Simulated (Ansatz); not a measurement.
Start from `NB1CC1Br` and change one atom or group to get `BrB1CC1Br`.

Ansatz, PBE0-D4/def2-TZVP geometries, multiplicity 1. Each molecule was computed in one conformer, which needn't be the lowest.

Scalar relativity is left out up to krypton.

```tsv
property	`NB1CC1Br`
LUMO energy (ωB97M-V/def2-TZVPP) / eV	1.56
size of the dipole moment (PBE/def2-TZVPP) / D	3.24
size of the dipole moment (ωB97M-V/def2-TZVPP) / D	3.28
LUMO energy (B3LYP/def2-TZVPP) / eV	-0.72
HOMO energy (PBE/def2-TZVPP) / eV	-5.56
HOMO energy (B3LYP/def2-TZVPP) / eV	-6.60
```

Give the same properties after the change, and the shifts. (Estimate.)

The calculation gave: 
```csv
property,`BrB1CC1Br`,shift
LUMO energy (ωB97M-V/def2-TZVPP) / eV,0.02,-1.54
size of the dipole moment (PBE/def2-TZVPP) / D,1.67,-1.57
size of the dipole moment (ωB97M-V/def2-TZVPP) / D,1.77,-1.51
LUMO energy (B3LYP/def2-TZVPP) / eV,-2.20,-1.48
HOMO energy (PBE/def2-TZVPP) / eV,-5.98,-0.42
HOMO energy (B3LYP/def2-TZVPP) / eV,-7.01,-0.41
```

With PBE0 the HOMO falls by 0.42 eV and the LUMO falls by 1.52 eV, so the gap narrows by about 1.10 eV. PBE moves the HOMO by -0.42 eV and ωB97M-V by -0.38 eV. The zero-point energy changes by -71.9 kJ/mol with -6 modes. Dipoles are sizes alone; their direction can turn.

B3LYP here is the variant with VWN-RPA as its local correlation; programs differ in this.

Spin–orbit coupling is left out; it splits and shifts lone-pair levels of the heavy atoms by tenths of an eV.
